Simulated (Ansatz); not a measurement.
Computed with Ansatz on PBE0-D4/def2-TZVP structures; ΔE is electronic, products minus reactants. CCSD(T)/CBS adds triple-zeta CCSD(T) − MP2 to the extrapolated MP2 energy (def2 sets, frozen cores). Functionals use def2-TZVPP. B3LYP here is the variant with VWN-RPA as its local correlation; programs differ in this. For Se outer-core shells are correlated without core-valence functions, which leaves a few kJ/mol of doubt a bond. Scalar relativity is left out up to krypton. One conformer a species, not always the lowest.

Consider the formal exchange of groups at the Si–Se bond: `O[SiH](F)[SeH]` + `C[SiH](O)F` → `O[Si@H](F)C[Si@H](O)F` + H₂Se.

Problem. Is it downhill or uphill in electronic energy at CCSD(T)/CBS, and by how much? (Estimate.)

Solution. Computed: Uphill: ΔE = +38.7 kJ/mol.

Problem. What do these levels give: B3LYP-D4, ωB97M-V, PBE0, HF/def2-TZVPP, MP2/def2-TZVPP, HF/CBS(def2)? (Best estimate.)

Solution. Ansatz gave: B3LYP-D4 36.9, ωB97M-V 34.4, PBE0 43.1, HF/def2-TZVPP 45.4, MP2/def2-TZVPP 38.3, HF/CBS(def2) 45.6 kJ/mol.

Largest T1 diagnostic among the species: 0.012.

In def2-TZVPP, CCSD(T) changes the Hartree–Fock value by −11.6 kJ/mol (the triples alone add −0.9 kJ/mol) and MP2 by −7.1 kJ/mol. The D4 term adds −7.0 kJ/mol with B3LYP and −4.2 kJ/mol with PBE0; it sums over pairs of atoms, weighted by their polarisabilities, and B3LYP, whose exchange is more repulsive, gets the larger term.
